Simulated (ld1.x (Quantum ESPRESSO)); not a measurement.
# iron: one change to a TM potential, before and after

```
Element                 : Fe
Generator               : ld1.x (Quantum ESPRESSO) 7.5
Type                    : norm-conserving Troullier–Martins (Kleinman–Bylander form)
Functional              : Wu–Cohen
Relativity              : fully relativistic
Frozen core             : [Ar]
Valence charge          : 8
Reference configuration : 3d6 4s1.5 4p0.5
Partial waves           : 4p (bound): rc 2.30 bohr; 3d (bound): rc 1.90 bohr; 4s (bound): rc 2.40 bohr
Local potential         : the s channel
Core correction         : Bessel-smoothed model core, default radius (core density twice the valence density)
```

Open shells are filled in proportion to 2j + 1 (rel_dist='average').

Change: core correction none.

Cutoffs: the cutoffs (Ry, on a coarse ladder) from which the occupation-weighted sum of valence levels, in a spherical-Bessel basis at the reference potential, stays within 10 and 1 mRy of its value at 400 Ry; they do not see the model core or the augmentation charge, which bear on the density cutoff. Errors are all-electron minus pseudo energies relative to the spin-unpolarised reference configuration.

Question: What does the change do?

Answer: The potential gets neither clearly harder nor softer (80 Ry and 140 Ry → 80 Ry and 140 Ry); the number of tests with a reliable result goes from 6 to 7; of the 6 tests that both files solve, the error grows in 1 and shrinks in 3 by more than 15 % and 0.3 meV (median size 27.8 → 25.1 meV); neither file shows a bound ghost. The default core radius of the base comes out at 0.88 bohr.

```csv
quantity,base,changed
"cutoff, loose",80 Ry,80 Ry
"cutoff, tight",140 Ry,140 Ry
bound ghosts,none,none
tests with a reliable result,6 of 7,7 of 7
"error for 3d6 4s2 4p0, meV [ΔE -2.05 eV]",-0.2,+0.1
"error for 3d6 4s1 4p0, meV [ΔE 6.71 eV]",-2.2,-5.7
"error for 3d7 4s1 4p0, meV [ΔE -2.85 eV]",-186,-158
"error for 3d5 4s2 4p1, meV [ΔE 6.74 eV]",-272,-202
"error for 3d6.5 4s1.5 4p0, meV [ΔE -2.78 eV]",-53,-45
"error for 3d6 4s1 4p1, meV [ΔE 2.12 eV]",-0.3,+0.1
s: phases at 2.61 bohr within 0.05 rad from the reference energy up to (Ry; the scan ends near 5),2.5,2.5
p1/2: phases at 2.61 bohr within 0.05 rad from the reference energy up to (Ry; the scan ends near 5),5.0,5.0
p3/2: phases at 2.61 bohr within 0.05 rad from the reference energy up to (Ry; the scan ends near 5),to the end of the scan,to the end of the scan
d3/2: phases at 2.61 bohr within 0.05 rad from the reference energy up to (Ry; the scan ends near 5),0.4,0.4
d5/2: phases at 2.61 bohr within 0.05 rad from the reference energy up to (Ry; the scan ends near 5),0.4,0.4
```
